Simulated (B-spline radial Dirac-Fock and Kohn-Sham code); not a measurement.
Photoemission from S⁵⁺ at 4590 eV, detector at θ = 54.7°, φ = 0°

System: sulfur as S⁵⁺, configuration 1s2 2s2 2p6 3s1. The computed values come from a radial atomic solver: Dirac-Hartree-Slater photoionisation with a Latter tail; cross sections with all multipoles, angular parameters from the dipole term and its interference with E2. Thresholds are orbital energies of the model. For linearly polarised light dσ/dΩ = σ/(4π) [1 + β P₂(cos θ) + (δ + γ cos²θ) sin θ cos φ], with θ from the polarisation vector and φ the angle between the beam and the projection of the electron momentum on the plane normal to the polarisation. The dipole factor is 1 + βP₂ and the non-dipole term is the rest of the bracket. Open shells are filled statistically over j.

| subshell | threshold (eV) | σ (kb) | β | γ | δ | dipole factor | non-dipole term | dσ/dΩ (kb/sr) |
| --- | --- | --- | --- | --- | --- | --- | --- | --- |
| 1s | 2543.2 | 21.3 | 2.00 | 0.86 | 0.000 | 1.002 | +0.236 | 2.10 |
| 2s | 308.9 | 1.36 | 2.00 | 1.14 | 0.000 | 1.002 | +0.310 | 0.142 |
| 2p1/2 | 256.1 | 0.184 | 0.64 | 0.91 | 0.163 | 1.001 | +0.380 | 0.0202 |
| 2p3/2 | 254.7 | 0.355 | 0.63 | 0.90 | 0.163 | 1.001 | +0.379 | 0.0390 |
| 3s | 88.65 | 0.0963 | 2.00 | 1.16 | 0.000 | 1.002 | +0.316 | 0.0101 |
